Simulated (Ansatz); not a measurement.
**Question.** Name a neutral molecule of C, Si and H with LUMO energy (B3LYP/def2-TZVPP) between -0.45 and -0.15 eV and size of the dipole moment (B3LYP/def2-TZVPP) between 0.00 and 0.30 D (Ansatz, PBE0-D4/def2-TZVP geometry).

**Answer.** `[SiH3][SiH]1CC1` (-0.37 eV, 0.17 D). Other molecules can fit too; these were computed, each in one conformer that needn't be the lowest.

B3LYP here is the variant with VWN-RPA as its local correlation; programs differ in this.
